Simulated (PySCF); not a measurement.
# Spinor energies of In³⁶⁺ (indium, charge +36)

Start: [Ne] 3s2 3p1; 3p3/2 filled at m_j = +3/2. Calculated with PySCF 2.14 in an uncontracted even-tempered set (18 s from 7 bohr⁻², ratio 2.4; 14 p from 9 bohr⁻², ratio 2.4; 4 d from 31 bohr⁻², ratio 2.6; 4 f from 47 bohr⁻², ratio 2.6): generalised Hartree-Fock with the X2C-1e Hamiltonian and a Gaussian nucleus; one run each with spin-orbit coupling (SO) screened by Boettger's factors, then bare. This is a chosen level, not necessarily the ground level.

```tsv
spinor shell	electrons	ε, screened SO (eV)	ε, bare SO (eV)	weight of nominal j (bare SO)	rms radius, bare SO (bohr)
1s1/2	2	-30221.1	-30220.9	1.000	0.0340
2s1/2	2	-6319.2	-6319.2	1.000	0.136
2p1/2	2	-6037.8	-6044.7	1.000	0.118
3s1/2	2	-2477.8	-2477.8	1.000	0.329
3p3/2	1	-2343.3	-2342.6	1.000	0.323
```

(1) Where does 2p3/2 lie, and what is the 2p spin-orbit splitting (bare SO)?

```tsv
quantity	screened SO	bare SO
E (hartree)	-4790.27830	-4790.34914
M_J	3/2	3/2
⟨J²⟩	3.751	3.751
⟨L²⟩	2.006	2.006
⟨S²⟩	0.755	0.756
```

Each row is a mean over spinors that exchange with the open shell spreads, by up to 17.388 eV (3s1/2).

Breit and QED terms are absent; they matter most for the inner s and p1/2 levels.

Densities and radii are taken from the X2C orbitals without a picture-change correction, which distorts them close to the nucleus.

## Answers

(1) At -5817.4 eV, 227.30 eV above 2p1/2.
